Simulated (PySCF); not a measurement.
Record of a relaxation.

(F3Si)2O.
Bonds: Si1–F2, Si1–F3, Si1–F4, Si1–O5, O5–Si6, Si6–F7, Si6–F8, Si6–F9.

Method: PBE0-D3(BJ)/def2-SVP geometry optimisation, gas phase in PySCF 2.14.0; density fitting, grid level 1; the optimiser is geomeTRIC in internal coordinates, started from a GFN2-xTB structure with every atom displaced at random (about 0.03 Å). The frame can shift and turn from step to step; on so coarse a grid that alone can change the energy by a few meV, and forces under 0.02 eV/Å are noise.

Step 0: E = -34072.2176 eV, largest atomic force 6.647 eV/Å
```
atom  x, y, z in Å  |  force x, y, z in eV/Å
Si1     1.121   -1.198    0.126   -2.633   5.705  -2.168
F2      2.060   -0.581    1.169    1.750   0.953   1.661
F3      1.701   -1.105   -1.318    0.897  -0.049  -1.172
F4      0.786   -2.594    0.470   -1.250  -5.698   1.426
O5     -0.291   -0.289    0.073    1.173  -0.766   0.299
Si6    -1.118    1.091   -0.104    0.187  -1.082   1.021
F7     -0.283    2.325    0.417    0.237   0.506   0.215
F8     -1.395    1.312   -1.631   -0.506   0.223  -0.860
F9     -2.450    0.970    0.773    0.144   0.207  -0.421
```

Step 1: E = -34072.6818 eV, largest atomic force 2.033 eV/Å
```
atom  x, y, z in Å  |  force x, y, z in eV/Å
Si1     1.098   -1.178    0.116   -0.776   1.746  -0.696
F2      2.072   -0.568    1.190    0.475   0.225   0.445
F3      1.771   -1.113   -1.316    0.237  -0.060  -0.204
F4      0.766   -2.647    0.479   -0.326  -1.611   0.393
O5     -0.284   -0.297    0.072    0.487  -0.314   0.093
Si6    -1.108    1.080   -0.102   -0.135   0.026   0.270
F7     -0.276    2.336    0.405    0.111  -0.005   0.028
F8     -1.461    1.317   -1.629   -0.122  -0.016  -0.200
F9     -2.445    0.999    0.759    0.048   0.010  -0.128
```

Step 2: E = -34072.7323 eV, largest atomic force 0.397 eV/Å
```
atom  x, y, z in Å  |  force x, y, z in eV/Å
Si1     1.087   -1.160    0.118    0.063   0.355  -0.146
F2      2.064   -0.569    1.222    0.051   0.017   0.058
F3      1.817   -1.102   -1.293    0.013  -0.026   0.025
F4      0.752   -2.662    0.470   -0.082  -0.380   0.079
O5     -0.281   -0.294    0.072    0.043  -0.032   0.010
Si6    -1.113    1.081   -0.109   -0.109   0.153  -0.008
F7     -0.250    2.330    0.368    0.004  -0.060  -0.014
F8     -1.503    1.289   -1.636   -0.006  -0.023   0.025
F9     -2.440    1.019    0.762    0.024  -0.004  -0.028
```

Step 3: E = -34072.7359 eV, largest atomic force 0.085 eV/Å
```
atom  x, y, z in Å  |  force x, y, z in eV/Å
Si1     1.088   -1.157    0.125    0.069   0.049   0.005
F2      2.056   -0.583    1.250   -0.035  -0.018  -0.017
F3      1.845   -1.096   -1.273   -0.024  -0.007   0.037
F4      0.742   -2.669    0.459   -0.021  -0.045   0.002
O5     -0.278   -0.288    0.070    0.030   0.011  -0.018
Si6    -1.116    1.085   -0.117   -0.028   0.034  -0.030
F7     -0.241    2.333    0.336   -0.004  -0.018  -0.008
F8     -1.528    1.273   -1.642    0.010  -0.006   0.032
F9     -2.434    1.032    0.767    0.002  -0.001  -0.002
```

Step 4: E = -34072.7369 eV, largest atomic force 0.087 eV/Å
```
atom  x, y, z in Å  |  force x, y, z in eV/Å
Si1     1.087   -1.158    0.133    0.017  -0.069   0.051
F2      2.042   -0.602    1.278   -0.037  -0.022  -0.021
F3      1.865   -1.092   -1.253   -0.013   0.000   0.019
F4      0.726   -2.674    0.446    0.006   0.064  -0.020
O5     -0.273   -0.281    0.067    0.018   0.041  -0.029
Si6    -1.115    1.090   -0.126    0.004  -0.031  -0.010
F7     -0.233    2.340    0.308    0.002   0.006  -0.002
F8     -1.541    1.262   -1.648    0.011   0.007   0.009
F9     -2.424    1.044    0.770   -0.007   0.003   0.003
```

Step 5: E = -34072.7381 eV, largest atomic force 0.396 eV/Å
```
atom  x, y, z in Å  |  force x, y, z in eV/Å
Si1     1.078   -1.169    0.163   -0.171  -0.339   0.114
F2      1.978   -0.687    1.382   -0.017  -0.011  -0.020
F3      1.933   -1.086   -1.172    0.028   0.024  -0.041
F4      0.650   -2.689    0.396    0.081   0.299  -0.027
O5     -0.255   -0.255    0.053    0.002   0.101  -0.051
Si6    -1.099    1.114   -0.161    0.070  -0.176   0.063
F7     -0.198    2.369    0.207    0.021   0.058   0.005
F8     -1.574    1.236   -1.670    0.010   0.030  -0.056
F9     -2.381    1.097    0.776   -0.025   0.013   0.012
```

Step 6: E = -34072.7396 eV, largest atomic force 0.321 eV/Å
```
atom  x, y, z in Å  |  force x, y, z in eV/Å
Si1     1.072   -1.175    0.168   -0.160  -0.267   0.083
F2      1.970   -0.696    1.389    0.003  -0.004   0.003
F3      1.932   -1.099   -1.165    0.029   0.015  -0.039
F4      0.633   -2.690    0.403    0.063   0.230  -0.022
O5     -0.252   -0.250    0.051    0.003   0.078  -0.044
Si6    -1.093    1.119   -0.166    0.053  -0.139   0.063
F7     -0.191    2.373    0.206    0.017   0.048   0.010
F8     -1.559    1.244   -1.678    0.005   0.025  -0.056
F9     -2.379    1.105    0.765   -0.013   0.013   0.002
```

Step 7: E = -34072.7387 eV, largest atomic force 0.317 eV/Å
```
atom  x, y, z in Å  |  force x, y, z in eV/Å
Si1     0.975   -1.259    0.255   -0.009   0.230  -0.155
F2      1.815   -0.874    1.542    0.112   0.048   0.153
F3      1.944   -1.289   -1.004    0.035  -0.021  -0.046
F4      0.342   -2.693    0.459   -0.094  -0.298   0.048
O5     -0.202   -0.177    0.017    0.030  -0.070  -0.002
Si6    -0.985    1.205   -0.255   -0.072   0.159   0.050
F7     -0.067    2.446    0.129   -0.029  -0.029   0.032
F8     -1.378    1.330   -1.789   -0.018  -0.024  -0.043
F9     -2.311    1.242    0.621    0.046   0.005  -0.037
```

Step 8: E = -34072.7436 eV, largest atomic force 0.168 eV/Å
```
atom  x, y, z in Å  |  force x, y, z in eV/Å
Si1     0.994   -1.245    0.234    0.023   0.146  -0.079
F2      1.868   -0.824    1.490    0.046   0.018   0.063
F3      1.925   -1.271   -1.054   -0.006  -0.010  -0.004
F4      0.406   -2.696    0.476   -0.054  -0.146   0.021
O5     -0.216   -0.193    0.023    0.022  -0.045  -0.008
Si6    -1.008    1.190   -0.235   -0.031   0.084   0.010
F7     -0.102    2.431    0.179   -0.022  -0.026   0.015
F8     -1.392    1.331   -1.770    0.001  -0.019  -0.002
F9     -2.340    1.208    0.631    0.021  -0.002  -0.016
```

Step 9: E = -34072.7450 eV, largest atomic force 0.024 eV/Å
```
atom  x, y, z in Å  |  force x, y, z in eV/Å
Si1     1.012   -1.230    0.216    0.022   0.009  -0.001
F2      1.913   -0.780    1.447   -0.010  -0.011  -0.010
F3      1.908   -1.253   -1.097   -0.003   0.003   0.016
F4      0.459   -2.693    0.487   -0.008  -0.004  -0.005
O5     -0.225   -0.206    0.028    0.004   0.007  -0.002
Si6    -1.029    1.176   -0.216   -0.003   0.000  -0.009
F7     -0.138    2.418    0.223   -0.007  -0.005   0.001
F8     -1.402    1.327   -1.753    0.008   0.000   0.009
F9     -2.366    1.171    0.639   -0.002   0.003   0.001
```

Step 10: E = -34072.7450 eV, largest atomic force under 0.02 eV/Å
```
atom  x, y, z in Å  |  force x, y, z in eV/Å
Si1     1.007   -1.234    0.223   -0.002  -0.006   0.000
F2      1.897   -0.798    1.466   -0.003  -0.003  -0.003
F3      1.918   -1.258   -1.080    0.001   0.002   0.003
F4      0.438   -2.694    0.479    0.002   0.004  -0.001
O5     -0.220   -0.200    0.025    0.006   0.009  -0.002
Si6    -1.023    1.182   -0.223   -0.002  -0.008  -0.001
F7     -0.129    2.424    0.209   -0.005  -0.001   0.006
F8     -1.398    1.327   -1.760    0.004   0.001  -0.001
F9     -2.359    1.182    0.635    0.000   0.001  -0.001
```

**Question.** Summarise the path.

**Answer.** The energy falls by 12.16 kcal/mol from step 0 to step 10; nine tenths of that is first reached at step 2. It rises by more than 0.2 meV at step 7. The largest force goes from 6.647 to under 0.02 eV/Å. Among the bonds Si1–F4 changes most, from 1.476 to 1.588 Å; the atoms move by 0.153 Å rms after alignment.

**Question.** Follow the three bonds and two angles with the largest change from start to end.

**Answer.** 
```
step  E above end (kcal/mol)  largest force (eV/Å)  Si1–F4 (Å)  Si1–O5 (Å)  Si1–F2 (Å)  Si1–O5–Si6 (°)  F3–Si1–O5 (°)
   0                   12.16                 6.647       1.476       1.680       1.533           153.4          104.5
   1                    1.46                 2.033       1.549       1.639       1.573           153.1          108.2
   2                    0.29                 0.397       1.578       1.620       1.588           153.1          110.0
   3                    0.21                 0.085       1.587       1.620       1.591           153.5          110.5
   4                    0.19                 0.087       1.590       1.620       1.591           154.0          110.7
   5                    0.16                 0.396       1.596       1.619       1.590           156.0          110.9
   6                    0.12                 0.321       1.594       1.619       1.589           156.3          110.8
   7                    0.14                 0.317       1.581       1.616       1.584           162.3          109.9
   8                    0.03                 0.168       1.584       1.617       1.588           160.9          110.0
   9                    0.00                 0.024       1.588       1.617       1.590           159.9          110.1
  10                    0.00            under 0.02       1.588       1.617       1.590           160.4          110.1
```

The cost below is that of the whole optimisation. The run took 98 s of wall time on one thread of an Arm Neoverse V1, shared host with 32 logical CPUs at a one-minute load of 38, and the process peaked at 0.53 GiB of memory.
